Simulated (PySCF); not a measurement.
C₆H₅F, SMILES CC#CC(=C=C)F. Heavy atoms are numbered as in [CH2:1]=[C:2]=[C:3]([F:4])[C:5]#[C:6][CH3:7]. Hydrogens are named by the atom that carries them.

The structure is a stationary point at B3LYP-D3(BJ)/def2-SVP. This is a generated structure with no PubChem entry under its InChIKey; it may be hypothetical.

Method: PBE/pcSseg-1 in PySCF.

GIAO shieldings, no solvent; atoms alike by connectivity are averaged. δ = σ(ref) − σ: ¹³C against TMS (σ = 182.0 ppm); ¹⁹F against CFCl3 (σ = 133.6 ppm); ¹H against TMS (σ = 31.49 ppm), references at their B3LYP-D3(BJ)/def2-TZVP geometries, non-relativistic.

| atoms | nucleus | count | δ (ppm) |
|---|---|---|---|
| C2 | ¹³C | 1 | ? |
| C3 | ¹³C | 1 | 136.8 |
| C6 | ¹³C | 1 | 110.6 |
| C1 (CH2) | ¹³C | 1 | 98.7 |
| C5 | ¹³C | 1 | 77.8 |
| C7 (CH3) | ¹³C | 1 | ? |
| F4 | ¹⁹F | 1 | ? |
| H on C1 | ¹H | 2 | 6.24 |
| H on C7 | ¹H | 3 | ? |

Question: What belongs in the gaps? (The exact figures need the calculation; the answer reports its results.)

Answer: 
- C2, δ (ppm): 226.5
- C7 (CH3), δ (ppm): 8.9
- F4, δ (ppm): -165.9
- H on C7, δ (ppm): 2.53
